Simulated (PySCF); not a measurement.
Potential energy of CrSe along the bond

Set-up: basis Cr def2-TZVPP, Se def2-TZVPP; no relativity; PySCF 2.14. Energies in eV from Cr (3d5 4s1) + Se in their ground configurations at the same level. All curves are PBE0. state 1: Ms = 2 determinant of mixed spin (⟨S²⟩ near 6.7), unpaired electrons σ ↑, π ↑, δ ↑↑; state 2: ⁷Π (septet), unpaired electrons σ ↑, π ↑↑↑, δ ↑↑, a second solution, started from another occupation; state 3: ⁵Σ⁺ (quintet), unpaired electrons π ↑↑, δ ↑↑, a second solution, started from another occupation; state 4: Ms = 2 determinant of mixed spin (⟨S²⟩ near 7.1), unpaired electrons σ ↑↑, δ ↑↑, a second solution, started from another occupation.

```json
{"R (Å)": "1.972", "state 1": "-1.816", "state 2": "-0.326", "state 3": "-0.931", "state 4": "-0.356"}
{"R (Å)": "2.064", "state 1": "-2.278", "state 2": "-1.123", "state 3": "-1.429", "state 4": "-0.881"}
{"R (Å)": "2.155", "state 1": "-2.517", "state 2": "-1.634", "state 3": "-1.661", "state 4": "-1.173"}
{"R (Å)": "2.224", "state 1": "-2.596", "state 2": "-1.878", "state 3": "-1.712", "state 4": "-1.284"}
{"R (Å)": "2.293", "state 1": "-2.614", "state 2": "-2.031", "state 3": "-1.686", "state 4": "-1.328"}
{"R (Å)": "2.362", "state 1": "-2.588", "state 2": "-2.114", "state 3": "-1.608", "state 4": "-1.324"}
{"R (Å)": "2.454", "state 1": "-2.505", "state 2": "-2.143", "state 3": "-1.450", "state 4": "-1.268"}
{"R (Å)": "2.568", "state 1": "-2.353", "state 2": "-2.087", "state 3": "-1.210", "state 4": "-1.148"}
{"R (Å)": "2.706", "state 1": "-2.131", "state 2": "-1.935", "state 3": "-0.909", "state 4": "-0.972"}
{"R (Å)": "2.889", "state 1": "-1.812", "state 2": "-1.659", "state 3": "-0.535", "state 4": "-0.737"}
```

Question: Put a parabola through the three lowest points of the state 1 curve and estimate Re, k and ωe (reduced mass 31.48 u; 1 eV/Å² = 0.16022 mdyn/Å; ωe = 1302.8·√(k/μ) cm⁻¹).

Answer: Through R = 2.224, 2.293, 2.362 Å the second-order coefficient is 4.62 eV/Å², so Re ≈ 2.287 Å, k ≈ 1.48 mdyn/Å and ωe ≈ 283 cm⁻¹. A polynomial fit of higher order to the unrounded PBE0 energies gives Re = 2.283 Å, k = 1.55 mdyn/Å, ωe = 289 cm⁻¹; anharmonicity and rounding make the difference.

The higher-order fit for each curve: state 1: Re = 2.283 Å, ωe = 289 cm⁻¹, De = 2.61 eV; state 2: Re = 2.441 Å, ωe = 269 cm⁻¹, minimum 2.14 eV below the ground-state fragments; state 3: Re = 2.232 Å, ωe = 364 cm⁻¹, minimum 1.71 eV below the ground-state fragments; state 4: Re = 2.320 Å, ωe = 277 cm⁻¹, minimum 1.33 eV below the ground-state fragments.

The metal atom is held in its measured ground configuration; semilocal functionals can put another filling of s and d lower by some tenths of an eV, and De to that atom would be smaller. ⟨S²⟩ of the unrestricted solution departs from its pure value on part of the curve, where spin states mix. Spin–orbit coupling is left out. With d or f electrons several states lie close, and the lowest PBE0 determinant need not be the measured ground state.
